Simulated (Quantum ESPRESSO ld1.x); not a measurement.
Problem. Species: the cerium ion Ce38+. Configuration: [Ar] 3d2 (the NIST ground configuration). Calculated with ld1.x of Quantum ESPRESSO 7.5: scalar-relativistic Kohn-Sham, LDA (Slater exchange, Perdew-Wang correlation), spin-polarised, spherical densities, point nucleus; open shells are filled with parallel spins first. Some entries of the table are withheld. Estimate them.

| orbital | occ. | eigenvalue (hartree) | <1/r> (bohr^-1) |
|---|---|---|---|
| 1s up | 1 | -1553.76 | 63.29 |
| 1s down | 1 | -1553.75 | 63.29 |
| 2s up | 1 | -310.334 | 14.70 |
| 2s down | 1 | -310.019 | 14.71 |
| 2p up | 3 | -286.191 | 13.91 |
| 2p down | 3 | -285.944 | 13.92 |
| 3s up | 1 | -113.845 | 5.767 |
| 3s down | 1 | -113.508 | 5.756 |
| 3p up | 3 | (1) | 5.508 |
| 3p down | 3 | (2) | 5.496 |
| 3d up | 2 | (3) | 5.263 |
| 3d down | 0 | (4) | 5.255 |
| 4s up | 0 | -57.8532 | 2.974 |
| 4s down | 0 | -57.7394 | 2.968 |
| 4p up | 0 | -54.8241 | 2.862 |
| 4p down | 0 | -54.7094 | 2.857 |

Solution. 
(1) 3p up eigenvalue (hartree): -106.303
(2) 3p down eigenvalue (hartree): -105.956
(3) 3d up eigenvalue (hartree): -97.2048
(4) 3d down eigenvalue (hartree): -96.7749
